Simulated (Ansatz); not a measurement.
Relaxation of H$_{9}$NO$_{2}$Si (13 atoms, charge 0, multiplicity 1), to a largest force component of 0.03 eV/Å in at most 50 steps.

Computed with RKS revPBE-D4/def2-SVP in Ansatz.

```xyz
13
Properties=species:S:1:pos:R:3
Si 0.903 0.808 1.236
N 0.802 -0.893 0.638
H 1.509 1.648 0.152
H -0.452 1.255 1.689
H 1.826 0.909 2.437
H -1.264 0.665 -1.436
O -0.825 1.505 -1.204
H -0.823 -1.477 -0.896
O -1.589 -1.570 -1.497
H 1.665 -1.189 0.163
H 0.642 -1.571 1.396
H -0.062 1.503 -1.813
H -2.332 -1.593 -0.865
```

Where does it end, and by what steps?

The run converged. The force dipped under the threshold on the way, but the program's further checks kept it going. After 39 steps the energy has fallen by 0.361 eV; H10 moved furthest, 1.70 Å.

```
step  energy less start (eV)  largest force component (eV/Å)  accepted
   0                  0.0000                           0.432       yes
   2                 -0.1804                           0.570       yes
   4                 -0.2009                           0.250       yes
   6                 -0.2174                           0.132       yes
   8                 -0.2206                           0.057       yes
  10                 -0.2220                           0.379        no
  12                 -0.2308                           0.227       yes
  14                 -0.2430                           0.658       yes
  16                 -0.2730                           0.445        no
  18                 -0.3027                           0.160       yes
  20                 -0.3151                           0.090       yes
  22                 -0.3189                           0.154       yes
  24                 -0.3227                           0.098       yes
  26                 -0.3249                           0.631       yes
  28                 -0.3388                           0.184       yes
  30                 -0.3471                           0.125       yes
  32                 -0.3536                           0.200       yes
  34                 -0.3580                           0.254       yes
  36                 -0.3602                           0.058       yes
  38                 -0.3614                           0.031       yes
  39                 -0.3615                           0.016       yes
```

```xyz
13
Properties=species:S:1:pos:R:3
Si 0.710 0.645 1.646
N 0.863 -0.453 0.273
H 1.763 1.725 1.755
H -0.633 1.312 1.531
H 0.761 -0.182 2.903
H -0.942 0.100 -1.741
O -0.246 0.706 -2.122
H -0.798 -1.161 -0.184
O -1.666 -1.164 -0.683
H 0.791 0.020 -0.654
H 1.676 -1.078 0.285
H -0.007 0.249 -2.950
H -2.272 -0.720 -0.060
```

Time of the run: 54 s on 2 threads of Intel(R) Xeon(R) Platinum 8488C (Sapphire Rapids) (shared host), peak memory 0.15 GiB.
